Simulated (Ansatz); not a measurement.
Wavefunction ladder for C₂H₇FN₂Si (`NC/C(F)=N/[SiH3]`)

Z-matrix (Å, degrees):
```
C
C 1 1.502
N 1 1.437 2 116.1
H 1 1.096 2 107.3 3 -123.7
H 1 1.096 2 107.3 3 123.7
N 2 1.237 1 127.3 3 0.1
F 2 1.360 1 109.7 3 -180.0
H 3 1.013 1 109.9 2 -57.9
H 3 1.013 1 109.9 2 58.1
Si 6 1.734 2 131.6 1 180.0
H 10 1.487 6 114.8 2 -0.0
H 10 1.484 6 107.0 2 -121.4
H 10 1.484 6 107.0 2 121.4
```

Total charge 0; spin multiplicity 1. The structure was optimised at the PBE0-D4/def2-TZVP level. It is one conformer, not always the lowest. Frozen core, restricted reference, Ansatz. CBS rows extrapolate triple and quadruple zeta; past MP2 they add the triple-zeta difference.

```json
{"basis": "def2-TZVPP", "HF (Eh)": "-577.22212", "MP2 corr.": "-1.10947", "CCSD corr.": "-1.15067", "(T)": "-0.04581", "CCSD(T) total": "-578.41860"}
{"basis": "def2-QZVPP", "HF (Eh)": "-577.24423", "MP2 corr.": "-1.19310", "CCSD corr.": "–", "(T)": "–", "CCSD(T) total": "–"}
{"basis": "CBS(def2)", "HF (Eh)": "-577.24728", "MP2 corr.": "-1.25506", "CCSD corr.": "-1.29625", "(T)": "as TZ", "CCSD(T) total": "-578.58934"}
```
